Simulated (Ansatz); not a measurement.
Born–Oppenheimer molecular dynamics of ClFH$_{3}$NOTi (8 atoms, charge 0, multiplicity 1). It starts from a relaxed structure.

The calculation used Ansatz 0.2.0, RKS B3LYP/def2-SVP.

```json
{"ensemble": "NVT, Nosé–Hoover chain", "time step": "0.5 fs", "steps asked": "150", "set temperature": "300 K", "thermostat": "time constant 50 fs, chain length 5", "seed": "365719"}
```

Frames 1 fs apart, positions in Å, forces in eV/Å.

Velocities at 15 fs (Å/ps):

```
Ti 0.46 -0.56 -0.79
F 2.06 -1.32 -3.45
Cl 0.82 -1.02 1.83
O -5.70 5.40 -0.11
H -5.73 4.70 1.79
N -0.17 -0.96 2.57
H 13.04 11.99 -3.38
H -4.05 -1.77 5.82
```

```xyz
8
Properties=species:S:1:pos:R:3:forces:R:3 time_fs=15 energy_less_start_eV=0.126 T=141
Ti -0.071 -0.022 -0.030 0.75 -1.42 0.85
F -0.032 -0.185 1.705 -0.02 0.16 0.04
Cl 2.011 -0.007 -0.821 -0.04 0.12 -0.12
O -0.976 1.421 -0.481 -0.58 0.31 -0.55
H -1.724 1.313 -1.088 -0.09 0.35 0.03
N -0.889 -1.624 -0.552 0.14 1.07 -0.96
H -1.321 -2.329 0.014 -0.24 -0.51 0.56
H -1.046 -1.827 -1.544 0.08 -0.07 0.15
8
Properties=species:S:1:pos:R:3:forces:R:3 time_fs=16 energy_less_start_eV=0.133 T=133
Ti -0.070 -0.022 -0.031 0.61 -1.20 0.72
F -0.030 -0.186 1.701 -0.02 0.15 0.10
Cl 2.012 -0.008 -0.820 -0.04 0.11 -0.12
O -0.982 1.426 -0.481 -0.41 0.13 -0.45
H -1.730 1.320 -1.086 -0.13 0.33 -0.01
N -0.889 -1.625 -0.549 0.43 1.54 -1.21
H -1.310 -2.321 0.013 -0.52 -0.97 0.95
H -1.050 -1.829 -1.538 0.07 -0.08 0.02
8
Properties=species:S:1:pos:R:3:forces:R:3 time_fs=17 energy_less_start_eV=0.123 T=147
Ti -0.070 -0.023 -0.031 0.46 -0.95 0.58
F -0.028 -0.188 1.698 -0.02 0.14 0.17
Cl 2.013 -0.009 -0.818 -0.03 0.11 -0.13
O -0.988 1.431 -0.482 -0.24 -0.06 -0.35
H -1.738 1.329 -1.084 -0.15 0.31 -0.03
N -0.889 -1.624 -0.548 0.41 1.48 -1.00
H -1.303 -2.321 0.022 -0.47 -0.91 0.89
H -1.053 -1.831 -1.531 0.04 -0.12 -0.14
8
Properties=species:S:1:pos:R:3:forces:R:3 time_fs=18 energy_less_start_eV=0.101 T=176
Ti -0.069 -0.025 -0.032 0.31 -0.70 0.43
F -0.026 -0.189 1.695 -0.01 0.13 0.25
Cl 2.014 -0.010 -0.816 -0.03 0.11 -0.13
O -0.994 1.437 -0.483 -0.10 -0.24 -0.28
H -1.747 1.342 -1.082 -0.14 0.29 -0.02
N -0.889 -1.623 -0.547 0.10 0.93 -0.42
H -1.301 -2.329 0.039 -0.14 -0.36 0.43
H -1.055 -1.836 -1.526 0.01 -0.16 -0.25
8
Properties=species:S:1:pos:R:3:forces:R:3 time_fs=19 energy_less_start_eV=0.093 T=187
Ti -0.068 -0.026 -0.032 0.16 -0.43 0.28
F -0.024 -0.190 1.692 -0.01 0.11 0.34
Cl 2.014 -0.011 -0.814 -0.02 0.11 -0.13
O -1.001 1.442 -0.483 0.00 -0.42 -0.24
H -1.757 1.357 -1.081 -0.09 0.26 0.01
N -0.888 -1.620 -0.547 -0.28 0.22 0.17
H -1.299 -2.341 0.060 0.24 0.31 -0.17
H -1.058 -1.841 -1.523 0.00 -0.17 -0.26
8
Properties=species:S:1:pos:R:3:forces:R:3 time_fs=20 energy_less_start_eV=0.103 T=176
Ti -0.067 -0.027 -0.032 0.01 -0.17 0.13
F -0.022 -0.191 1.688 -0.01 0.10 0.42
Cl 2.015 -0.012 -0.812 -0.01 0.11 -0.14
O -1.007 1.448 -0.485 0.08 -0.59 -0.21
H -1.768 1.375 -1.079 -0.02 0.24 0.06
N -0.888 -1.618 -0.546 -0.56 -0.34 0.50
H -1.296 -2.350 0.080 0.50 0.80 -0.62
H -1.060 -1.848 -1.522 0.01 -0.16 -0.14
8
Properties=species:S:1:pos:R:3:forces:R:3 time_fs=21 energy_less_start_eV=0.110 T=169
Ti -0.066 -0.029 -0.033 -0.13 0.08 -0.02
F -0.020 -0.192 1.686 0.00 0.09 0.50
Cl 2.016 -0.013 -0.811 0.00 0.10 -0.14
O -1.013 1.453 -0.486 0.16 -0.74 -0.17
H -1.780 1.395 -1.077 0.04 0.21 0.10
N -0.888 -1.616 -0.545 -0.68 -0.61 0.49
H -1.288 -2.352 0.094 0.58 0.98 -0.80
H -1.063 -1.857 -1.523 0.03 -0.11 0.05
8
Properties=species:S:1:pos:R:3:forces:R:3 time_fs=22 energy_less_start_eV=0.104 T=178
Ti -0.066 -0.030 -0.033 -0.27 0.32 -0.17
F -0.018 -0.193 1.683 0.00 0.07 0.56
Cl 2.017 -0.014 -0.809 0.01 0.10 -0.14
O -1.020 1.457 -0.487 0.27 -0.87 -0.12
H -1.791 1.417 -1.074 0.08 0.17 0.12
N -0.888 -1.614 -0.544 -0.62 -0.56 0.20
H -1.275 -2.344 0.100 0.47 0.81 -0.69
H -1.065 -1.867 -1.523 0.07 -0.05 0.24
8
Properties=species:S:1:pos:R:3:forces:R:3 time_fs=23 energy_less_start_eV=0.093 T=193
Ti -0.065 -0.031 -0.033 -0.40 0.55 -0.31
F -0.016 -0.194 1.681 0.00 0.06 0.62
Cl 2.018 -0.015 -0.808 0.01 0.10 -0.15
O -1.026 1.461 -0.488 0.40 -0.99 -0.04
H -1.801 1.442 -1.070 0.08 0.14 0.11
N -0.889 -1.613 -0.543 -0.39 -0.18 -0.30
H -1.257 -2.329 0.100 0.21 0.33 -0.28
H -1.067 -1.877 -1.521 0.09 0.00 0.34
8
Properties=species:S:1:pos:R:3:forces:R:3 time_fs=24 energy_less_start_eV=0.097 T=189
Ti -0.064 -0.033 -0.034 -0.52 0.75 -0.43
F -0.014 -0.195 1.679 0.00 0.05 0.67
Cl 2.018 -0.015 -0.806 0.01 0.10 -0.15
O -1.032 1.464 -0.490 0.54 -1.10 0.05
H -1.811 1.467 -1.065 0.06 0.10 0.08
N -0.890 -1.612 -0.542 -0.05 0.42 -0.85
H -1.237 -2.311 0.098 -0.13 -0.34 0.33
H -1.068 -1.888 -1.516 0.09 0.02 0.31
8
Properties=species:S:1:pos:R:3:forces:R:3 time_fs=25 energy_less_start_eV=0.116 T=166
Ti -0.064 -0.034 -0.034 -0.63 0.94 -0.54
F -0.012 -0.196 1.677 0.00 0.03 0.70
Cl 2.019 -0.016 -0.805 0.01 0.09 -0.15
O -1.037 1.467 -0.491 0.68 -1.19 0.13
H -1.820 1.494 -1.059 0.03 0.06 0.06
N -0.892 -1.610 -0.541 0.24 0.95 -1.20
H -1.218 -2.295 0.099 -0.40 -0.90 0.85
H -1.067 -1.898 -1.507 0.07 0.01 0.14
8
Properties=species:S:1:pos:R:3:forces:R:3 time_fs=26 energy_less_start_eV=0.126 T=155
Ti -0.063 -0.035 -0.035 -0.73 1.11 -0.61
F -0.010 -0.196 1.676 0.00 0.02 0.72
Cl 2.020 -0.017 -0.803 0.01 0.09 -0.15
O -1.043 1.469 -0.493 0.79 -1.26 0.19
H -1.829 1.521 -1.053 0.03 0.03 0.04
N -0.893 -1.608 -0.541 0.32 1.06 -1.06
H -1.203 -2.288 0.107 -0.44 -1.00 0.96
H -1.067 -1.909 -1.498 0.02 -0.05 -0.09
```

Of the whole run (75 fs, mean temperature of the second half 208 K): The conserved energy stayed within 0.12 meV per atom of its start (net change 0.074 meV per atom), so the integration is sound. The mean temperature of the second half is 31 % below the set value. A run of 0.075 ps of so small a system gives no equilibrium averages.

The run took 8.3 min on 2 threads of Arm Neoverse V2, on a shared host, peak memory 0.26 GiB.
